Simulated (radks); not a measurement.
Values are calculated unless marked as measured or tabulated.
Valence configurations of the chlorine ion Cl3+ (all share [Ne]). Level of theory: non-relativistic Kohn-Sham, r2SCAN, spin-unpolarised, spherical densities, point nucleus; meta-GGA in the generalised Kohn-Sham scheme (a radial shooting solver on a logarithmic mesh with Libxc functionals). Energies are relative to 3s2 3p2; eigenvalues in eV.

valence,E (eV),e(3p),e(3s)
3s2 3p2,0.000,-45.139,-59.383
3s1.5 3p2.5,7.121,-45.403,-59.645
3s1 3p3,14.240,-45.658,-59.890
3s0.5 3p3.5,21.352,-45.902,-60.117
3p4,28.455,-46.133,-

NIST lists [Ne] 3s2 3p2 as the ground configuration; this level of theory agrees among the configurations tried. The energies are those of spherical spin-averaged densities, not of single terms.
